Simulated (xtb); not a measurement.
C$_{2}$H$_{5}$O (SMILES C[CH-]O), charge -1, singlet, from a rough starting geometry; GFN2-xTB (xtb).

Here is a job for xtb.
```
$ xtb mol.xyz --gfn 2 --chrg -1 --opt vtight --json

# file mol.xyz
8

C      0.83515617    -0.39172691     0.09907805
C     -0.28162801     0.61759932     0.11850466
O     -1.55180617    -0.21547706     0.11875030
H     -2.27268259     0.42903738     0.09131053
H     -0.27753391     1.24180713    -0.77031145
H      1.85902759     0.15574476     0.14527120
H      0.91119143    -0.95920961     0.97955797
H      0.79300620    -0.99672154    -0.79870576
```

It wrote (shortened):

```
   ID    Z sym.   atoms
    1    6 C      1, 2
    2    8 O      3
    3    1 H      4-8

           -------------------------------------------------
          |                Calculation Setup                |
           -------------------------------------------------

           -------------------------------------------------
          |                 G F N 2 - x T B                 |
           -------------------------------------------------

          ...................................................
          :                      SETUP                      :
          :.................................................:
          :  # basis functions                  17          :
          :  # atomic orbitals                  17          :
          :  # shells                           11          :
          :  # electrons                        20          :
          :  max. iterations                   250          :
          :  Hamiltonian                  GFN2-xTB          :
          :  restarted?                      false          :
          :  GBSA solvation                  false          :
          :  PC potential                    false          :
          :  electronic temp.          300.0000000     K    :
          :  accuracy                    1.0000000          :
          :  -> integral cutoff          0.2500000E+02      :
          :  -> integral neglect         0.1000000E-07      :
          :  -> SCF convergence          0.1000000E-05 Eh   :
          :  -> wf. convergence          0.1000000E-03 e    :
          :  Broyden damping             0.4000000          :
          :  net charge                         -1          :
          :  unpaired electrons                  0          :
          ...................................................

 iter      E             dE          RMSdq      gap      omega  full diag
   1    -11.0170499 -0.110170E+02  0.497E+00    7.39       0.0  T
   2    -11.0572075 -0.401575E-01  0.283E+00    6.95       1.0  T
   3    -11.0580349 -0.827466E-03  0.124E+00    7.06       1.0  T
   4    -11.0582704 -0.235422E-03  0.169E-01    7.00       1.0  T
   5    -11.0582789 -0.858554E-05  0.685E-02    7.01       1.0  T
   6    -11.0582801 -0.116554E-05  0.117E-02    7.02       3.0  T
   7    -11.0582802 -0.143973E-06  0.493E-03    7.01       7.2  T
   8    -11.0582803 -0.154210E-07  0.161E-03    7.02      21.9  T
   9    -11.0582803 -0.699335E-08  0.315E-04    7.02     112.3  T
  10    -11.0582803 -0.257074E-10  0.133E-04    7.02     266.6  T

   *** convergence criteria satisfied after 10 iterations ***

         :::::::::::::::::::::::::::::::::::::::::::::::::::::
         ::                     SUMMARY                     ::
         :::::::::::::::::::::::::::::::::::::::::::::::::::::
         :: total energy             -10.956333489848 Eh    ::
         :: gradient norm              0.096302245676 Eh/a0 ::
         :: HOMO-LUMO gap              7.015098794496 eV    ::
         ::.................................................::
         :: SCC energy               -11.058280015293 Eh    ::
         :: -> isotropic ES            0.179469064335 Eh    ::
         :: -> anisotropic ES          0.001042554497 Eh    ::
         :: -> anisotropic XC          0.001282621831 Eh    ::
         :: -> dispersion             -0.003535348648 Eh    ::
         :: repulsion energy           0.101946525445 Eh    ::
         :: add. restraining           0.000000000000 Eh    ::
         :: total charge              -1.000000000000 e     ::
         :::::::::::::::::::::::::::::::::::::::::::::::::::::

      -----------------------------------------------------------
     |                   =====================                   |
     |                        A N C O P T                        |
     |                   =====================                   |
     |               Approximate Normal Coordinate               |
     |                Rational Function Optimizer                |
      -----------------------------------------------------------
      -----------------------------------------------------------
     |                   =====================                   |
     |                        A N C O P T                        |
     |                   =====================                   |
     |               Approximate Normal Coordinate               |
     |                Rational Function Optimizer                |
      -----------------------------------------------------------

          ...................................................
          :                      SETUP                      :
          :.................................................:
          :   optimization level         verytight          :
          :   max. optcycles                   200          :
          :   ANC micro-cycles                  20          :
          :   degrees of freedom                18          :
          :.................................................:
          :   RF solver                   davidson          :
          :   write xtbopt.log                true          :
          :   linear?                        false          :
          :   energy convergence         0.1000000E-06 Eh   :
          :   grad. convergence          0.2000000E-03 Eh/α :
          :   maxmium RF displ.          1.0000000          :
          :   Hlow (freq-cutoff)         0.1000000E-01      :
          :   Hmax (freq-cutoff)         5.0000000          :
          :   S6 in model hess.         20.0000000          :
          ...................................................

generating ANC from exact Hessian ...
Using Lindh-Hessian (1995)
 Shifting diagonal of input Hessian by    8.3500136451376480E-004
 Lowest  eigenvalues of input Hessian
    0.000000    0.000000    0.000000    0.000000    0.000000    0.000000
    0.010000    0.021699    0.023279    0.045442    0.056281    0.069396
[...]
 * total energy  :   -10.9706375 Eh     change       -0.7015936E-04 Eh
 * total energy  :   -10.9706859 Eh     change       -0.4841904E-04 Eh
 * total energy  :   -10.9707894 Eh     change       -0.1035108E-03 Eh
 * total energy  :   -10.9708851 Eh     change       -0.9571468E-04 Eh
 * total energy  :   -10.9707716 Eh     change        0.1135122E-03 Eh
 * total energy  :   -10.9709478 Eh     change       -0.1761479E-03 Eh
 * total energy  :   -10.9709662 Eh     change       -0.1847750E-04 Eh
 * total energy  :   -10.9709870 Eh     change       -0.2076498E-04 Eh
 * total energy  :   -10.9709905 Eh     change       -0.3521226E-05 Eh
 * total energy  :   -10.9709936 Eh     change       -0.3014682E-05 Eh
 * total energy  :   -10.9709939 Eh     change       -0.3849470E-06 Eh
 * total energy  :   -10.9709940 Eh     change       -0.1075685E-06 Eh
 * total energy  :   -10.9709941 Eh     change       -0.2092854E-07 Eh
   *** GEOMETRY OPTIMIZATION CONVERGED AFTER 43 ITERATIONS ***
[...]
          :  -> integral neglect         0.1000000E-07      :
          :  -> SCF convergence          0.1000000E-05 Eh   :
          :  -> wf. convergence          0.1000000E-03 e    :
          :  Broyden damping             0.4000000          :
          :  net charge                         -1          :
          :  unpaired electrons                  0          :
          ...................................................

 iter      E             dE          RMSdq      gap      omega  full diag
   1    -11.0595033 -0.110595E+02  0.238E-05    7.84       0.0  T
   2    -11.0595033 -0.182965E-12  0.143E-05    7.84    2471.1  T
   3    -11.0595033 -0.586198E-13  0.331E-06    7.84   10678.5  T

   *** convergence criteria satisfied after 3 iterations ***

         :::::::::::::::::::::::::::::::::::::::::::::::::::::
         ::                     SUMMARY                     ::
         :::::::::::::::::::::::::::::::::::::::::::::::::::::
         :: total energy             -10.970994063737 Eh    ::
         :: gradient norm              0.000080037302 Eh/a0 ::
         :: HOMO-LUMO gap              7.841830971361 eV    ::
         ::.................................................::
         :: SCC energy               -11.059502972009 Eh    ::
         :: -> isotropic ES            0.175605207306 Eh    ::
         :: -> anisotropic ES          0.000242940391 Eh    ::
         :: -> anisotropic XC          0.001627493956 Eh    ::
         :: -> dispersion             -0.003542573221 Eh    ::
         :: repulsion energy           0.088508908271 Eh    ::
         :: add. restraining           0.000000000000 Eh    ::
         :: total charge              -1.000000000000 e     ::
         :::::::::::::::::::::::::::::::::::::::::::::::::::::

           -------------------------------------------------
          |                Property Printout                |
           -------------------------------------------------

    * Orbital Energies and Occupations

         #    Occupation            Energy/Eh            Energy/eV
      -------------------------------------------------------------
         1        2.0000           -0.4138712             -11.2620
         2        2.0000           -0.3650398              -9.9332
         3        2.0000           -0.3080981              -8.3838
         4        2.0000           -0.2748005              -7.4777
         5        2.0000           -0.2641409              -7.1876
         6        2.0000           -0.2544479              -6.9239
         7        2.0000           -0.2144554              -5.8356
         8        2.0000           -0.1929752              -5.2511
         9        2.0000           -0.1527670              -4.1570
        10        2.0000           -0.0407304              -1.1083 (HOMO)
        11                          0.2474516               6.7335 (LUMO)
        12                          0.3431763               9.3383
        13                          0.3672168               9.9925
        14                          0.4021487              10.9430
        15                          0.4034981              10.9797
        16                          0.4340644              11.8115
        17                          0.4542866              12.3618
      -------------------------------------------------------------
                  HL-Gap            0.2881820 Eh            7.8418 eV
             Fermi-level            0.1033606 Eh            2.8126 eV

     #   Z          covCN         q      C6AA      α(0)
     1   6 C        3.741    -0.038    21.329     6.589
     2   6 C        2.711    -0.217    33.767     9.512
     3   8 O        1.626    -0.582    24.746     6.715
     4   1 H        0.805     0.190     1.170     1.699
     5   1 H        0.917    -0.144     7.415     4.259
     6   1 H        0.923    -0.067     4.529     3.328
     7   1 H        0.923    -0.066     4.501     3.318
     8   1 H        0.921    -0.076     4.787     3.422

 Mol. C6AA /au·bohr⁶  :        653.900302
 Mol. C8AA /au·bohr⁸  :      12932.321464
 Mol. α(0) /au        :         38.841641

Wiberg/Mayer (AO) data.
largest (>0.10) Wiberg bond orders for each atom

 ---------------------------------------------------------------------------
     #   Z sym  total        # sym  WBO       # sym  WBO       # sym  WBO
 ---------------------------------------------------------------------------
     1   6 C    3.936 --     2 C    0.987     6 H    0.984     7 H    0.984
                             8 H    0.967
     2   6 C    2.822 --     1 C    0.987     5 H    0.961     3 O    0.847
     3   8 O    1.829 --     4 H    0.957     2 C    0.847
     4   1 H    0.964 --     3 O    0.957
     5   1 H    0.979 --     2 C    0.961
     6   1 H    0.996 --     1 C    0.984
     7   1 H    0.996 --     1 C    0.984
     8   1 H    0.994 --     1 C    0.967
 ---------------------------------------------------------------------------

Topologies differ in total number of bonds
Writing topology from bond orders to xtbtopo.mol

molecular dipole:
                 x           y           z       tot (Debye)
 q only:        0.778      -0.616       0.718
   full:        0.936      -1.195       0.469       4.038
molecular quadrupole (traceless):
                xx          xy          yy          xz          yz          zz
 q only:       -2.810       1.840       0.577      -2.707       1.007       2.233
  q+dip:       -2.376       1.937      -0.799      -3.544      -0.411       3.174
   full:       -1.873       2.343      -0.964      -3.495      -0.768       2.837

optimized geometry written to: xtbopt.xyz

           -------------------------------------------------
          | TOTAL ENERGY              -10.970994063737 Eh   |
          | GRADIENT NORM               0.000080037302 Eh/α |
          | HOMO-LUMO GAP               7.841830971361 eV   |
           -------------------------------------------------

normal termination of xtb
```
